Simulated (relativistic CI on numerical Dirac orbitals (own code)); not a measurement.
Electric-dipole lines of Dy XXX

Computed by Dirac-Coulomb-Breit CI, separate exchange-only KLI orbitals for each configuration, model QED, unscaled Slater integrals (own radial code, finite nucleus).

CI space (outside the closed core [Ar] 3d10): 4s²4p⁶4d, 4s²4p⁵4d², 4s²4p⁶4f, 4s4p⁶4d², 4s²4p⁵4d4f, 4s4p⁶4d4f, 4s²4p⁶5s, 4s²4p⁶5p, 4s²4p⁶5d, 4p⁶4d³, 4p⁵4d⁴, 4p⁵4d³4f, 4s4p⁶4f², 4s4p⁵4f³, 4p⁶4f³. Double excitations out of closed p, d and f shells are left out; levels of such configurations are missing from the list, as are those of other unlisted configurations, and high levels can miss mixing partners.

```csv
λ vac (nm),Lower,Upper,A (s⁻¹),E lower (Ry),E upper (Ry)
6.0971,4s²4p⁶4d ²D3/2 [1],4s²4p⁵4d² ²D°3/2 [45],2.58e+12,0.0000,14.9459
6.2165,4s²4p⁶4d ²D5/2 [2],4s²4p⁵4d² ²F°7/2 [49],1.90e+12,0.7324,15.3913
6.2258,4s²4p⁶4d ²D5/2 [2],4s²4p⁵4d² ²P°3/2 [48],1.77e+12,0.7324,15.3693
6.2324,4s²4p⁶4f ²F°7/2 [33],4s²4p⁵4d4f ²D5/2 [179],1.07e+12,12.6047,27.2261
6.2458,4s²4p⁶4d ²D5/2 [2],4s²4p⁵4d² ²D°5/2 [47],2.26e+12,0.7324,15.3226
6.3028,4s²4p⁶4f ²F°7/2 [33],4s²4p⁵4d4f ²F7/2 [176],9.15e+11,12.6047,27.0628
6.3266,4s²4p⁶4d ²D3/2 [1],4s²4p⁵4d² ²P°1/2 [41],1.42e+12,0.0000,14.4037
6.5752,4s²4p⁶4d ²D3/2 [1],4s²4p⁵4d² ²F°5/2 [39],1.54e+12,0.0000,13.8593
6.7101,4s²4p⁶4d ²D3/2 [1],4s²4p⁵4d² ²D°5/2 [35],1.51e+11,0.0000,13.5806
6.7480,4s²4p⁶4f ²F°7/2 [33],4s²4p⁵4d4f ²G9/2 [159],5.46e+11,12.6047,26.1088
6.9161,4s²4p⁵4d² ⁴G°11/2 [13],4s²4p⁵4d4f ²I13/2 [126],2.10e+11,10.0543,23.2304
6.9882,4s²4p⁵4d² ⁴D°1/2 [3],4s²4p⁵4d4f ⁴F3/2 [89],4.10e+11,9.0257,22.0659
7.0055,4s²4p⁵4d² ⁴D°3/2 [4],4s²4p⁵4d4f ⁴F3/2 [89],3.91e+11,9.0580,22.0659
7.0507,4s²4p⁵4d² ⁴F°5/2 [5],4s²4p⁵4d4f ²F7/2 [94],2.98e+11,9.2603,22.1849
7.1495,4s²4p⁵4d² ²F°5/2 [39],4s²4p⁵4d4f ²G7/2 [170],1.12e+12,13.8593,26.6051
7.1736,4s²4p⁵4d² ²G°9/2 [24],4s²4p⁵4d4f ²H11/2 [132],7.01e+11,10.9881,23.6911
7.2102,4s²4p⁵4d² ⁴G°7/2 [6],4s²4p⁵4d4f ⁴H9/2 [87],5.20e+11,9.3929,22.0316
7.2141,4s²4p⁵4d² ⁴D°7/2 [9],4s²4p⁵4d4f ⁴F9/2 [106],1.91e+11,9.8322,22.4640
7.2161,4s²4p⁵4d² ²D°3/2 [11],4s²4p⁵4d4f ²F5/2 [109],4.73e+11,9.9868,22.6150
7.2249,4s²4p⁵4d² ⁴P°5/2 [12],4s²4p⁵4d4f ²F7/2 [110],2.26e+11,10.0093,22.6222
7.2498,4s²4p⁵4d² ²H°11/2 [20],4s²4p⁵4d4f ²I13/2 [126],7.02e+11,10.6609,23.2304
7.2760,4s²4p⁵4d² ⁴G°7/2 [34],4s²4p⁵4d4f ⁴H9/2 [158],5.00e+11,13.4809,26.0051
7.2850,4s²4p⁵4d² ⁴G°9/2 [10],4s²4p⁵4d4f ⁴H11/2 [100],3.77e+11,9.8389,22.3477
7.2983,4s²4p⁵4d² ²G°7/2 [14],4s²4p⁵4d4f ⁴G9/2 [111],4.52e+11,10.1724,22.6584
7.3064,4s²4p⁵4d² ²G°9/2 [38],4s²4p⁵4d4f ²H11/2 [164],5.33e+11,13.8091,26.2813
7.3064,4s²4p⁵4d² ²G°9/2 [43],4s²4p⁵4d4f ²I11/2 [175],6.29e+11,14.5519,27.0240
7.3386,4s²4p⁵4d² ⁴P°3/2 [8],4s²4p⁵4d4f ⁴D5/2 [96],2.76e+11,9.7820,22.1994
7.3564,4s²4p⁵4d² ⁴G°11/2 [13],4s²4p⁵4d4f ⁴H13/2 [103],3.67e+11,10.0543,22.4417
7.3588,4s²4p⁵4d² ⁴G°9/2 [10],4s²4p⁵4d4f ²H11/2 [97],1.67e+11,9.8389,22.2222
7.3705,4s²4p⁵4d² ²F°7/2 [16],4s²4p⁵4d4f ²G9/2 [116],2.17e+11,10.4208,22.7844
7.3996,4s²4p⁵4d² ²G°9/2 [19],4s²4p⁵4d4f ⁴G11/2 [117],5.44e+11,10.5479,22.8629
7.4149,4s²4p⁵4d² ⁴D°7/2 [40],4s²4p⁵4d4f ²G9/2 [168],7.02e+11,14.2872,26.5768
7.4205,4s²4p⁵4d² ⁴G°11/2 [13],4s²4p⁵4d4f ⁴H13/2 [99],1.95e+11,10.0543,22.3347
7.4324,4s²4p⁵4d² ⁴D°3/2 [4],4s²4p⁵4d4f ⁴F5/2 [70],1.90e+11,9.0580,21.3187
7.4866,4s²4p⁵4d² ²F°7/2 [49],4s²4p⁵4d4f ²G9/2 [180],1.20e+12,15.3913,27.5633
7.6756,4s²4p⁶4d ²D5/2 [2],4s²4p⁶4f ²F°7/2 [33],2.08e+11,0.7324,12.6047
7.7218,4s²4p⁵4d² ⁴F°5/2 [30],4s²4p⁵4d4f ²F7/2 [136],4.83e+11,12.1428,23.9441
7.7785,4s²4p⁶4d ²D3/2 [1],4s²4p⁵4d² ²P°1/2 [28],4.09e+11,0.0000,11.7153
7.9284,4s²4p⁶4f ²F°7/2 [33],4s²4p⁵4d4f ²H9/2 [139],4.03e+11,12.6047,24.0983
7.9556,4s²4p⁶4d ²D5/2 [2],4s²4p⁵4d² ²P°3/2 [31],3.06e+11,0.7324,12.1868
7.9863,4s²4p⁶4d ²D5/2 [2],4s²4p⁵4d² ⁴F°5/2 [30],3.00e+11,0.7324,12.1428
8.2069,4s²4p⁶4d ²D3/2 [1],4s²4p⁵4d² ⁴F°3/2 [26],2.17e+11,0.0000,11.1037
9.2522,4s²4p⁵4d² ⁴G°11/2 [13],4s4p⁶4d² ⁴F9/2 [56],1.42e+11,10.0543,19.9035
9.3981,4s²4p⁵4d² ⁴G°9/2 [10],4s4p⁶4d² ⁴F7/2 [53],1.29e+11,9.8389,19.5352
9.4227,4s²4p⁵4d² ⁴G°7/2 [6],4s4p⁶4d² ⁴F5/2 [51],1.22e+11,9.3929,19.0639
```

Terms are leading LS components. Brackets give the number of a level in order of energy, since labels repeat. The list gives strong lines, with weight on those to low levels, without lines whose two gauges differ by over a factor of 2.5, among the lowest 200 of 2142 levels, so that lines to higher ones, which can be the strongest, are missing. Levels whose partners in the same complex of configurations lie outside the list can be far off, and so can their lines. Rates are taken at the computed energies, electric ones in the length gauge.

At this charge energies of transitions that change n are usually good to better than 1 %, and those within a shell (Δn = 0) to a few per cent.

LS names give the leading component of a level, which can be under half, so a name can repeat, a term be missing and a line seem to break the LS rules.
